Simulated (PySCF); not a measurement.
A species of formula C5H11NO has this rotational fingerprint, computed with PBE0-D3(BJ)/def2-TZVP geometry optimisation, gas phase (PySCF 2.14.0):

* Rotational constants: A = 4688, B = 1497, C = 1437 MHz
* Dipole components: |μa| = 1.43 D, |μb| = 2.27 D, |μc| = 2.52 D
* Inertial defect: -93.77 u·Å²
* κ: -0.96

Question: Which structure is it? (One computed conformer of each.)
A. `[CH3:1][CH2:2][C:3](=[O:4])[N:5]([CH3:6])[CH3:7]` with C1–C2–C3–O4 1°, C2–C3–N5–C6 -5°
B. `[CH3:1][C:2](=[O:3])[NH:4][CH:5]([CH3:6])[CH3:7]` with C1–C2–N4–C5 180°, C2–N4–C5–C6 107°

Answer: B. It is CC(=O)NC(C)C, a near-prolate asymmetric top, point group C1. The candidates at the same level (rigid rotor, commonest isotopes):

```
      SMILES  A (MHz)  B (MHz)  C (MHz)  μa (D)  μb (D)  μc (D)  Δ (u·Å²)  point group                        rotor
CCC(=O)N(C)C     4753     1840     1372    1.69    3.24    0.00    -12.58      near Cs               asymmetric top
CC(=O)NC(C)C     4688     1497     1437    1.43    2.27    2.52    -93.77           C1  near-prolate asymmetric top
```

`CCC(=O)N(C)C` has B 23 % too high. No structure here is proved a minimum.
